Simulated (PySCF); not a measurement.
**Input and output**

LuH3(NH3) (singlet). PySCF 2.14.0, RKS PBE0, Lu def2-TZVP with ECP28, H def2-TZVP, N def2-TZVP; non-relativistic Hamiltonian with scalar-relativistic core potentials where named; density fitting; no spin-orbit coupling. Purpose: basis and core treatment small-core/TZVP.

```python
mol = gto.M(atom='''
Lu     0.20045    -0.20045     0.20045
H      1.12816     1.25796     1.12816
H     -1.25796    -1.12816     1.12816
H      1.12816    -1.12816    -1.25796
N     -1.16949     1.16949    -1.16949
H     -1.77838     1.77838    -0.61760
H     -0.61760     1.77838    -1.77838
H     -1.77838     0.61760    -1.77838''',
    basis={'Lu': 'def2-TZVP', 'H': 'def2-TZVP', 'N': 'def2-TZVP'},
    ecp={'Lu': 'def2-TZVP'},
    charge=0, spin=0)
mf = dft.RKS(mol, xc='PBE0')
mf.grids.atom_grid = (75, 302)  # f atoms: unpruned, at least (60, 302)
mf = mf.density_fit()  # fitting sets: Lu def2-universal-JKFIT, H def2-universal-JKFIT, N def2-universal-JKFIT
mf.conv_tol = 1e-08; mf.max_cycle = 55
mf.kernel(dm0)  # dm0: free metal ions and neutral atoms
mf.nuc_grad_method().kernel()
```

Run from Python with OMP_NUM_THREADS=2; the lines above give its settings. Where DIIS fails, smearing, a level shift and second-order steps follow.
It took 55 s on 2 threads of Intel(R) Xeon(R) Processor @ 2.50GHz (Skylake/Cascade Lake) (shared host).

Q: Where do the frontier levels lie, over both spins?

A: HOMO -6.44 eV, LUMO -0.79 eV. 

Q: What are the Mulliken charges and spins?

A: 
```json
{"atom": "Lu1", "charge (e)": "0.640", "spin (e)": "0.000"}
{"atom": "H2", "charge (e)": "-0.269", "spin (e)": "0.000"}
{"atom": "H3", "charge (e)": "-0.269", "spin (e)": "0.000"}
{"atom": "H4", "charge (e)": "-0.269", "spin (e)": "0.000"}
{"atom": "N5", "charge (e)": "-0.717", "spin (e)": "0.000"}
{"atom": "H6", "charge (e)": "0.294", "spin (e)": "0.000"}
{"atom": "H7", "charge (e)": "0.294", "spin (e)": "0.000"}
{"atom": "H8", "charge (e)": "0.294", "spin (e)": "0.000"}
```

Q: What forces act on the atoms (eV/Å)?

A: 
```
Lu   0.02 -0.02  0.02
H    0.01  0.01  0.01
H   -0.01 -0.01  0.01
H    0.01 -0.01 -0.01
N   -0.23  0.23 -0.23
H    0.16 -0.16 -0.11
H   -0.11 -0.16  0.16
H    0.16  0.11  0.16
```
Forces carry noise of the integration grid, about 0.01 to 0.03 eV/Å.

The geometry was relaxed with PBE0 (Lu def2-SVP with ECP28, H def2-SVP, N def2-SVP).
